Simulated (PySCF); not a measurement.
Se(Me)(SMe) (C2H6SSe), SMILES CS[Se]C. Atoms are numbered in the order given.

```xyz
10

Se     0.3370     0.3205     0.7695
C      1.0789     1.5996    -0.4916
H      1.9011     1.1364    -1.0520
H      1.4627     2.4469     0.0965
H      0.3027     1.9591    -1.1802
S     -0.2308    -1.2501    -0.6396
C     -1.8773    -0.7012    -1.1646
H     -2.5615    -0.6372    -0.3073
H     -2.2494    -1.4604    -1.8701
H     -1.8297     0.2692    -1.6791
```
Charge 0, spin multiplicity 1.

The structure is a stationary point at ωB97X-D3(BJ)/def2-SVP. The values are those of a single conformer.

All values below come from KT2/pcSseg-1 (PySCF).

GIAO shieldings, no solvent; atoms alike by connectivity are averaged. δ = σ(ref) − σ: ⁷⁷Se against Me2Se (σ = 1692.1 ppm); ¹³C against TMS (σ = 185.1 ppm); ¹H against TMS (σ = 31.47 ppm); ³³S against H2S (σ = 723.0 ppm), references at their B3LYP-D3(BJ)/def2-TZVP geometries, non-relativistic.

```csv
nucleus,atoms,count,δ (ppm)
⁷⁷Se,Se1,1,342.8
¹³C,C7,1,28.0
¹³C,C2,1,22.3
¹H,"H8, H9, H10",3,2.48
¹H,"H3, H4, H5",3,2.39
³³S,S6,1,245.1
```
